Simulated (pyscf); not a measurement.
# Hydrogen shift: `[O][SiH2][OH]` [doublet] -> `[OH][SiH][OH]` [doublet]

Gas phase, doublet surface, charge 0. Bonds broken: Si2–H6. Bonds formed: O5–H6. PySCF, gas phase, ωB97X-D3(BJ)/def2-SVP geometries. MP2 and CC: frozen core, UHF for open shells. ΔMP2 is the change of the MP2 total energy from the triple- to the quadruple-zeta basis.

Transition state (Å):

```xyz
6

O      0.1495     1.4118     0.5778
Si    -0.1202     0.0530    -0.3130
H      1.0390     1.5358     0.9297
H     -1.5047     0.1946    -0.8194
O      1.0687    -0.6104    -1.2142
H      0.6161    -1.3556    -0.1563
```

One imaginary mode, 1625i cm⁻¹; descent along it reached the two sides named.

| bond | change | reactant side (Å) | saddle | product side |
|---|---|---|---|---|
| Si2–H6 | breaks | 1.494 | 1.597 | 2.274 |
| O5–H6 | forms | 2.431 | 1.371 | 0.963 |

Electronic energies relative to the reactant's lowest minimum found (kcal/mol):

| level | barrier | reaction energy | reverse barrier |
|---|---|---|---|
| ωB97X-D3(BJ)/def2-TZVP | 18.0 | -22.2 | 40.1 |
| PBE/def2-TZVP | 8.6 | -26.0 | 34.6 |
| r²SCAN/def2-TZVP | 12.8 | -24.1 | 36.9 |
| B3LYP-D3(BJ)/def2-TZVP | 16.3 | -22.6 | 38.9 |
| PBE0-D3(BJ)/def2-TZVP | 14.3 | -24.9 | 39.3 |
| M06-2X/def2-TZVP | 17.4 | -26.4 | 43.8 |
| ωB97M-D3(BJ)/def2-TZVP | 17.3 | -22.4 | 39.7 |
| HF/def2-TZVP | 41.8 | -8.6 | 50.4 |
| MP2/def2-QZVPP | 14.1 | -33.5 | 47.6 |
| CCSD/def2-TZVPP | 19.9 | -23.2 | 43.2 |
| CCSD(T)/def2-TZVPP | 16.8 | -24.7 | 41.5 |
| CCSD(T)/def2-TZVPP + ΔMP2(QZVPP) | 15.8 | -25.9 | 41.7 |

With CCSD(T)/def2-TZVPP + ΔMP2(QZVPP) energies and thermal terms (ideal gas, 1 atm, RRHO with modes under 100 cm⁻¹ raised to 100, one conformer, R ln 2 for chiral ones without a mode under 150 cm⁻¹), in kcal/mol:

```
T (K)   ΔH‡   ΔG‡     ΔH     ΔG
-----  ----  ----  -----  -----
298    14.2  14.5  -24.1  -24.6
600    13.9  15.0  -24.0  -25.2
900    13.4  15.6  -24.0  -25.8
1200   12.9  16.5  -24.2  -26.4
```

This is the saddle that the search found; another between the same sides may lie lower. The CCSD(T) − MP2 part came from Ansatz, without density fitting, on the same reference.
